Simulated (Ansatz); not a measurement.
Molecule: sum formula InO2H2, net charge -1, singlet state. 
Structure (B3LYP-D3(BJ)/def2-TZVP (Ansatz, a first-principles code) minimum search):
```
O
H 1 0.9635
In 1 2.1582 2 108.23
O 3 2.1266 1 90.43 2 180.00
H 4 0.9657 3 103.54 1 0.00
```
Charge -1, spin multiplicity 1.

Parts of the frozen-core correlation energy in def2-SVP (Ansatz, hartree). Frozen orbitals: 11; correlated occupied orbitals by spin: 9 and 9; virtual: 44 and 44. No spin-orbit coupling. In def2 rows, elements after Kr have scalar-relativistic effective core potentials.

| term | value |
|---|---|
| reference (HF) | -340.01421 |
| MP2 opposite-spin | -0.32977 |
| MP2 same-spin | (withheld) |
| CCSD correlation | (withheld) |
| (T) | (withheld) |
| T1 diagnostic | 0.020 |
| largest doubles amplitude | 0.083 |

### Question
Complete the blanks.

### Answer

- MP2 same-spin, value: -0.11540
- CCSD correlation, value: -0.46090
- (T), value: -0.01047
